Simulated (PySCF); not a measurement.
Compound: C5H9O2PS.
Atom-mapped SMILES: `[CH3:1][O:2][C:3]1=[C:4]([CH3:5])[P@@:6]1(=[S:7])[CH2:8][OH:9]`

Cartesian coordinates in Å at the GFN2-xTB level; atoms count from 1:
```
atom  x, y, z in Å
C1     2.4160   -1.4928   -0.0422
O2     2.1449   -0.1045    0.0451
C3     0.8714    0.2152    0.1916
C4     0.0679    1.2868    0.3276
C5     0.0871    2.7607    0.3741
P6    -0.8296   -0.2792    0.5595
S7    -1.5327   -1.0662    2.1934
C8    -1.7374   -0.8795   -0.9772
O9    -3.1021   -0.8912   -0.7369
H10    3.4979   -1.5986    0.0001
H11    2.0415   -1.9012   -0.9861
H12    1.9576   -2.0302    0.7931
H13   -0.3173    3.1127    1.3226
H14   -0.5249    3.1778   -0.4254
H15    1.1113    3.1142    0.2676
H16   -1.5408   -0.2009   -1.8101
H17   -1.3527   -1.8853   -1.2218
H18   -3.2668   -1.3315    0.1134
```

NICS is the negative of the GIAO shielding at a point without a nucleus: at the ring centre (0) and 1 Å above and below it (1); zz is the component along the ring normal. Level: GIAO PBE0/pcSseg-1 (PySCF, non-relativistic, gas phase) on the GFN2-xTB geometry, one conformer.

Ring bond lengths (Å), with Mayer bond orders in brackets: C3–C4 1.346 (1.49), C4–P6 1.820 (0.88), P6–C3 1.809 (0.88).

Task: Give the NICS values of each ring in ppm.

Result: 
| ring | type | NICS(0) | NICS(1), two faces | NICS(1)zz, two faces | rms pucker (Å) | centre to ring atoms, mean (Å) |
| --- | --- | --- | --- | --- | --- | --- |
| C3–C4–P6 | 3-membered ring with P; formal bonds 1 double, 2 single | -22.3 | -7.1 / -8.2 | -7.6 / -9.3 | 0.00 | 0.96 |

Task: What do they say, and how far can they be read as aromaticity?

Result: 
- C3–C4–P6: mean NICS(1)zz -8.5 ppm, shielded. P6 has four or more neighbours; no verdict on aromaticity is drawn. NICS(0) lies 15 ppm below the mean NICS(1).

Task: What field does 14.1 T along the ring normal induce along that normal at the second NICS(1) probe listed for ring C3–C4–P6, 1 Å off the ring?

Result: NICSzz × B0 = -9.3 ppm × 14.1 T = -131 μT, against the applied field.

Task: Give the inner angles of the rings and the Hirshfeld charges of the ring atoms.

Result: 
- C3–C4–P6: C3 68.6° (+0.024 e), C4 67.8° (-0.046 e), P6 43.6° (+0.269 e); sum 180.0° against 180° for a flat convex ring.

Task: What are the shieldings of the ring atoms and their hydrogens in the same run (means over atoms taken as equivalent)?

Result: 
```json
{"atoms": "C3", "environment": "vinylic carbon bearing oxygen", "σ isotropic (ppm)": "18.8", "principal values of the symmetric part, first atom (ppm)": "-76.7, 37.3, 95.7"}
{"atoms": "C4", "environment": "fully substituted alkene carbon", "σ isotropic (ppm)": "60.7", "principal values of the symmetric part, first atom (ppm)": "-18.4, 52.1, 148.4"}
{"atoms": "P6", "environment": "phosphorus bonded to 3 C and S", "σ isotropic (ppm)": "378.4", "principal values of the symmetric part, first atom (ppm)": "183.5, 243.6, 708.2"}
```

On AMD EPYC 9R45, one thread, shared host with 96 logical CPUs at a one-minute load of 77, this took 40 s wall (with the writing of density and orbital grids) and 0.96 GiB of memory at its peak. This is the whole shielding run at PBE0/pcSseg-1, SCF included.
